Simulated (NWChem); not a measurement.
System: C2H5ClOSi; SMILES C(=O)C[SiH2]Cl

```xyz
10

O      0.5591    -2.7001     0.4761
C      0.5821    -1.7528    -0.2631
C     -0.6332    -0.9911    -0.6986
Si    -0.9074     0.6080     0.2671
Cl     0.7195     1.8599    -0.0164
H      1.5514    -1.3583    -0.6636
H     -0.5548    -0.7108    -1.7625
H     -1.5292    -1.6154    -0.5428
H     -1.0369     0.3277     1.7217
H     -2.1241     1.2908    -0.2515
```
Atoms are numbered in this order, from 1.

All runs: NWChem. Medium grid unless said otherwise, to which SCAN and Minnesota functionals are sensitive. Geometry: optimised at PBE0/def2-SVP. Hybrids' shares of exact exchange are those that their runs print; pure functionals count as 0. The functionals differ in more than this share.

```
row               share of exact exchange  highest occupied level (eV)
----------------  -----------------------  ---------------------------
PBE/def2-TZVP                        0.00                        -6.03
BLYP/def2-TZVP                       0.00                        -5.96
TPSSh/def2-TZVP                      0.10                     withheld
B3LYP/def2-TZVP                      0.20                        -7.40
M06-2X/def2-TZVP                     0.54                        -9.21
```

**Question.** Fit a straight line of the last column on the one before it, predict the withheld value, and compare with the run.

**Answer.** 
1. Means of the 4 shown rows: x = 0.185, y = -7.150. Slope Σ(x − x̄)(y − ȳ)/Σ(x − x̄)² = -1.162/0.1947 = -5.970; intercept -6.046.
2. The shown rows scatter about the line by 0.096 (root mean square); the largest residual is -0.16, at B3LYP/def2-TZVP.
3. At x = 0.10 (TPSSh/def2-TZVP; inside the shown range) the line gives -6.64.
4. The run gives -6.76, -0.12 from the line, 1.3 times the scatter.
